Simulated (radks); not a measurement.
Task: Isoelectronic series with 27 electrons, each ion in its NIST ground configuration. Method: Dirac Kohn-Sham, PBEsol, spin-unpolarised, spherical densities, finite nucleus; open shells are shared between the two j in proportion to 2j + 1; Fermi nuclear charge, rms radius of each element as measured or else 0.836 A^(1/3) + 0.57 fm; computed with a radial shooting solver on a logarithmic mesh with Libxc functionals. Total energies (hartree) and orbital eigenvalues (eV) (* marks an orbital that is empty in some or all of the ions):

ion    configuration  E (hartree)     4p3/2*     4p1/2*     4s1/2*      3d5/2      3d3/2      3p3/2      3p1/2
Cs28+       [Ar] 3d9   -7364.6062  -908.8350  -931.5224  -985.3477  -1634.534  -1650.357  -1880.529  -1952.730
Ba29+       [Ar] 3d9   -7674.4339  -967.1773  -992.1993  -1047.947  -1737.821  -1755.190  -1991.754  -2070.696
La30+       [Ar] 3d9   -7991.3365  -1027.293  -1054.828  -1112.512  -1844.144  -1863.169  -2106.138  -2192.305
Ce31+       [Ar] 3d9   -8315.3660  -1089.183  -1119.420  -1179.055  -1953.503  -1974.299  -2223.688  -2317.589
Pr32+       [Ar] 3d9   -8646.5809  -1152.852  -1185.989  -1247.591  -2065.896  -2088.584  -2344.410  -2446.579
Nd33+       [Ar] 3d9   -8985.0377  -1218.302  -1254.548  -1318.132  -2181.324  -2206.030  -2468.309  -2579.310
Pm34+       [Ar] 3d9   -9330.7920  -1285.537  -1325.113  -1390.694  -2299.786  -2326.642  -2595.391  -2715.817
Sm35+       [Ar] 3d9   -9683.8948  -1354.559  -1397.696  -1465.290  -2421.284  -2450.428  -2725.664  -2856.137
Eu36+       [Ar] 3d9  -10044.4479  -1425.372  -1472.315  -1541.940  -2545.817  -2577.392  -2859.134  -3000.308
Gd37+       [Ar] 3d9  -10412.4949  -1497.980  -1548.984  -1620.658  -2673.385  -2707.541  -2995.807  -3148.369
Tb38+       [Ar] 3d9  -10788.1553  -1572.386  -1627.722  -1701.467  -2803.988  -2840.881  -3135.691  -3300.362
Dy39+       [Ar] 3d9  -11171.3729  -1648.594  -1708.544  -1784.370  -2937.630  -2977.420  -3278.795  -3456.330
Ho40+       [Ar] 3d9  -11562.3685  -1726.607  -1791.470  -1869.403  -3074.307  -3117.165  -3425.124  -3616.317
Er41+       [Ar] 3d9  -11961.1318  -1806.431  -1876.517  -1956.574  -3214.023  -3260.122  -3574.687  -3780.372
Tm42+       [Ar] 3d9  -12367.8045  -1888.068  -1963.706  -2045.910  -3356.777  -3406.300  -3727.493  -3948.541
Yb43+       [Ar] 3d9  -12782.3817  -1971.524  -2053.057  -2137.423  -3502.571  -3555.706  -3883.549  -4120.875
Lu44+       [Ar] 3d9  -13205.0133  -2056.803  -2144.591  -2231.140  -3651.406  -3708.349  -4042.865  -4297.426
Ta46+       [Ar] 3d9  -14074.8637  -2232.848  -2334.297  -2425.289  -3958.199  -4023.374  -4371.308  -4663.403
W47+        [Ar] 3d9  -14522.2179  -2323.622  -2432.515  -2525.761  -4116.161  -4185.775  -4540.454  -4852.944
Re48+       [Ar] 3d9  -14978.0110  -2416.239  -2533.010  -2628.534  -4277.168  -4351.445  -4712.895  -5046.936
Os49+       [Ar] 3d9  -15442.3033  -2510.702  -2635.807  -2733.629  -4441.221  -4520.396  -4888.641  -5245.441

Estimate the row of Hf45+ ([Ar] 3d9).

Result: E (hartree) -13635.8304; 4p3/2* -2143.909; 4p1/2* -2238.330; 4s1/2* -2327.091; 3d5/2 -3803.281; 3d3/2 -3864.235; 3p3/2 -4205.448; 3p1/2 -4478.250.
